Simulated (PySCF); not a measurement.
Working out the excitation energy of O⁺

O⁺ [He] 2s2 2p3 (4S) → O⁺ [He] 2s2 2p2 3s1 (4P). Computed with PySCF 2.14 in aug-cc-pwCVTZ, with no relativity, point nucleus. Frozen: 1s2. Energies in hartree (1 hartree = 27.21139 eV):

```csv
part,O⁺ (lower),O⁺ (upper)
UHF,-74.370995,-73.534660
CCSD correlation,-0.117265,-0.110802
(T),-0.001801,-0.002400
```

Problem. What does Hartree-Fock give?

Solution. (-73.534660) − (-74.370995) = 0.836335 hartree = 22.758 eV.

Problem. What do CCSD and CCSD(T) give?

Solution. The CCSD correlation energies differ by 0.006463 hartree = 0.176 eV and the triples by -0.000599 hartree = -0.016 eV, so CCSD gives 22.934 eV and CCSD(T) 22.918 eV.

Measured between the centres of the two terms (NIST): 22.987 eV, so CCSD(T) (valence) is off by -0.069 eV.

What remains against the reference includes basis incompleteness, the frozen core and higher excitations.
